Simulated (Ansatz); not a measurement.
Compare A (`C[SiH](C)C#N`) with its isomer B (`CC[SiH2]C#N`).

Calculated with Ansatz (gas phase, PBE0-D4/def2-TZVP geometries, no zero-point term in ΔE). CCSD(T)/CBS is the MP2 limit (def2-TZVPP, def2-QZVPP) plus CCSD(T) − MP2 in def2-TZVPP, frozen cores. DFT in def2-TZVPP. B3LYP here is the variant with VWN-RPA as its local correlation; programs differ in this. One conformer a species, not always the lowest.

Question: Which isomer does CCSD(T)/CBS put lower? Give the gap. (An estimate is asked.)

Answer: Ansatz gave: A, by 14.0 kcal/mol.

Question: Give E(B) − E(A) in kcal/mol with PBE0-D4, CCSD/def2-TZVPP, B3LYP-D4, B3LYP, HF/def2-TZVPP, MP2/def2-TZVPP, BLYP-D4. (Estimate.)

Answer: Computed: PBE0-D4 14.2, CCSD/def2-TZVPP 13.6, B3LYP-D4 14.0, B3LYP 14.1, HF/def2-TZVPP 13.3, MP2/def2-TZVPP 14.2, BLYP-D4 13.8. None reverses the order clearly.

Question: Does the order hold for the free energy at 298.15 K (harmonic terms from PBE0-D4)? (Best estimate.)

Answer: Ansatz gave: Yes: G(B) − G(A) = +14.2 kcal/mol, for one conformer each.

Largest T1 diagnostic: 0.012.

At CCSD(T), def2-SVP lies −3.7 kcal/mol from the extrapolated value and def2-TZVPP −0.4 kcal/mol. Leaving LDA and LC-ωPBE aside and taking each functional with its dispersion term where it has one, the values, not all of them listed here, spread over 1.5 kcal/mol, from revPBE-D4 to B97M-V.
